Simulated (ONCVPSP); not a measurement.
Which change was made? (Cr, ONCV)

Cr, optimised norm-conserving Vanderbilt (ONCV), made with ONCVPSP 4.0.1 (PBE, scalar-relativistic). Core [Ne], reference 3s2 3p6 3d5 4s1. Waves: 3s+4s: rc 1.70 bohr, ncon 3, nbas 7, qcut 6.8 1/bohr, 2 projectors; 3p: rc 0.95 bohr, ncon 4, nbas 8, qcut 8.5 1/bohr, 2 projectors, debl 1.1 Ha; 3d: rc 1.05 bohr, ncon 5, nbas 8, qcut 8.5 1/bohr, 2 projectors, debl 1.7 Ha. Local part: polynomial inside 0.85 bohr (lpopt 1, dvloc0 2 Ha). Core correction: polynomial model core, fcfact 0.75.

In the p channel the program set the typed energies aside and used -1.670, 0.250 Ha.

Cutoffs, loose and tight: the cutoffs (Ha) at which the residual kinetic energy of the hardest occupied pseudo-wave falls to 1 and 0.1 mHa per electron. They do not see the model core or the augmentation charge, which bear on the density cutoff. Test errors are all-electron minus pseudo excitation energies from the reference, over the configurations 3s2 3p6 3d5 4s0; 3s2 3p6 3d4 4s0; 3s2 3p6 3d3 4s0; 3s2 3p6 3d4 4s1; variants that change the core or the reference have their own tests. The largest error is taken over the tests solved by every variant that gives reliable tests at all, those not shown here included: 3s2 3p6 3d4 4s0; 3s2 3p6 3d4 4s1; 3s2 3p6 3d5 4s0.

The base gives: outcome: generated, projector energies reset by the program; cutoff, loose: 189 Ha; cutoff, tight: 214 Ha; bound ghosts: none; GHOST(+) flags above zero: d; largest test error (meV): +3.0.

After one change the result is: outcome: generated, projector energies reset by the program; cutoff, loose: 328 Ha; cutoff, tight: 372 Ha; bound ghosts: none; GHOST(+) flags above zero: d; largest test error (meV): +5.6. Which change was it?
A. d: rc 1.48
B. d: rc 1.22
C. d: rc 0.8; local potential polynomial inside 0.80 bohr (lpopt 1, dvloc0 2 Ha)

C. The others give: d: rc 1.48 → outcome: generated, projector energies reset by the program; cutoff, loose: 57 Ha; cutoff, tight: 189 Ha; bound ghosts: none; GHOST(+) flags above zero: none; largest test error (meV): +5.3 | d: rc 1.22 → outcome: generated, projector energies reset by the program; cutoff, loose: 134 Ha; cutoff, tight: 189 Ha; bound ghosts: none; GHOST(+) flags above zero: none; largest test error (meV): +3.1.
